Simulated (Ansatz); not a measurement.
Li5H10⁻. Total charge -1; triplet. Geometry PBE-D4/def2-TZVPD, that of the charge -1 singlet; atoms count from 1.

```xyz
15

Li    1.264   -1.531   -0.398
Li    0.119    0.101    1.270
Li   -2.062   -0.369    0.220
Li   -0.352    0.228   -1.433
Li    2.038    0.676   -0.431
H     2.299    2.611   -0.400
H    -2.976   -1.705    1.459
H     2.075   -0.551    0.926
H    -2.182    0.266   -1.468
H    -1.592    0.092    1.921
H     3.053    2.577   -0.535
H    -0.418   -1.247   -0.086
H     0.463    1.375   -0.124
H     1.592   -0.424   -1.824
H    -3.322   -2.098    0.902
```

The highest occupied level of the charge -1 triplet lies above zero (up to 1.07 eV). By energy differences it is unbound by 0.14 eV (vertical, against the charge 0 doublet, at PBE0-D4/def2-TZVPD) and held by the finite basis. At PBE0-D4/def2-TZVPD a singlet of charge -1 lies 3.48 eV below the triplet at the same geometry. The structure comes from a short search, and lower isomers may exist.

Q: Estimate the Mulliken populations from the PBE0/def2-TZVPD orbitals of Ansatz.

A: 
```json
{"atom": "Li1", "charge (e)": "0.54", "spin (α − β)": "0.22"}
{"atom": "Li2", "charge (e)": "0.51", "spin (α − β)": "0.31"}
{"atom": "Li3", "charge (e)": "0.58", "spin (α − β)": "-0.02"}
{"atom": "Li4", "charge (e)": "0.47", "spin (α − β)": "0.31"}
{"atom": "Li5", "charge (e)": "0.40", "spin (α − β)": "0.06"}
{"atom": "H6", "charge (e)": "-0.13", "spin (α − β)": "-0.04"}
{"atom": "H7", "charge (e)": "-0.04", "spin (α − β)": "0.01"}
{"atom": "H8", "charge (e)": "-0.57", "spin (α − β)": "0.13"}
{"atom": "H9", "charge (e)": "-0.54", "spin (α − β)": "0.27"}
{"atom": "H10", "charge (e)": "-0.52", "spin (α − β)": "0.26"}
{"atom": "H11", "charge (e)": "0.04", "spin (α − β)": "0.04"}
{"atom": "H12", "charge (e)": "-0.61", "spin (α − β)": "0.23"}
{"atom": "H13", "charge (e)": "-0.61", "spin (α − β)": "0.11"}
{"atom": "H14", "charge (e)": "-0.57", "spin (α − β)": "0.13"}
{"atom": "H15", "charge (e)": "0.04", "spin (α − β)": "0.00"}
```
Mulliken values depend strongly on the basis. With diffuse functions, as here, like atoms can get unlike values, and bond orders can come out too low or too high.

Q: Where does the spin sit?

A: Summed by element: Li 0.87, H 1.13, of 2 unpaired in all. Largest on single atoms: Li2 0.31, Li4 0.31, H9 0.27.
